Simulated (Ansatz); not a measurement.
Relaxation of F$_{3}$H$_{3}$Si$_{2}$ (8 atoms, charge 0, multiplicity 1), to a largest force component of 0.02 eV/Å in at most 40 steps.

Theory: Ansatz, RKS r2SCAN-D4/STO-3G.

```xyz
8
Properties=species:S:1:pos:R:3
Si 0.000 0.000 0.000
Si 0.000 0.000 2.220
H -1.315 -0.407 2.707
H 1.010 -0.935 2.707
H 0.305 1.342 2.707
F 1.499 0.000 -0.529
F -0.749 1.297 -0.529
F -0.749 -1.297 -0.529
```

Problem. Where does it end, and by what steps?

Solution. The forces met the threshold. The force dipped under the threshold on the way, but the program's further checks kept it going. Limits of this set-up: minimal basis. After 13 steps the energy has fallen by 0.269 eV; H3 moved furthest, 0.23 Å.

```json
{"step": "0", "energy less start (eV)": "0.0000", "largest force component (eV/Å)": "1.856", "accepted": "yes"}
{"step": "1", "energy less start (eV)": "-0.1986", "largest force component (eV/Å)": "1.618", "accepted": "yes"}
{"step": "2", "energy less start (eV)": "-0.1879", "largest force component (eV/Å)": "1.454", "accepted": "no"}
{"step": "3", "energy less start (eV)": "-0.2671", "largest force component (eV/Å)": "0.178", "accepted": "yes"}
{"step": "4", "energy less start (eV)": "-0.2678", "largest force component (eV/Å)": "0.026", "accepted": "yes"}
{"step": "5", "energy less start (eV)": "-0.2679", "largest force component (eV/Å)": "0.006", "accepted": "yes"}
{"step": "6", "energy less start (eV)": "-0.2681", "largest force component (eV/Å)": "0.044", "accepted": "yes"}
{"step": "7", "energy less start (eV)": "-0.2683", "largest force component (eV/Å)": "0.030", "accepted": "yes"}
{"step": "8", "energy less start (eV)": "-0.2684", "largest force component (eV/Å)": "0.002", "accepted": "yes"}
{"step": "9", "energy less start (eV)": "-0.2685", "largest force component (eV/Å)": "0.028", "accepted": "yes"}
{"step": "10", "energy less start (eV)": "-0.2685", "largest force component (eV/Å)": "0.060", "accepted": "no"}
{"step": "11", "energy less start (eV)": "-0.2686", "largest force component (eV/Å)": "0.012", "accepted": "yes"}
{"step": "12", "energy less start (eV)": "-0.2687", "largest force component (eV/Å)": "0.021", "accepted": "yes"}
{"step": "13", "energy less start (eV)": "-0.2687", "largest force component (eV/Å)": "0.018", "accepted": "yes"}
```

```xyz
8
Properties=species:S:1:pos:R:3
Si 0.000 0.000 0.004
Si 0.000 0.000 2.287
H -1.336 -0.203 2.804
H 0.844 -1.056 2.804
H 0.492 1.259 2.804
F 1.494 0.181 -0.649
F -0.903 1.203 -0.650
F -0.589 -1.384 -0.650
```

Whether the end is a true minimum wasn't checked by a vibrational analysis.

Run time: 42 s on 1 thread of Intel(R) Xeon(R) Platinum 8259CL CPU @ 2.50GHz (Skylake/Cascade Lake), with other jobs on the host, peak memory 0.14 GiB.
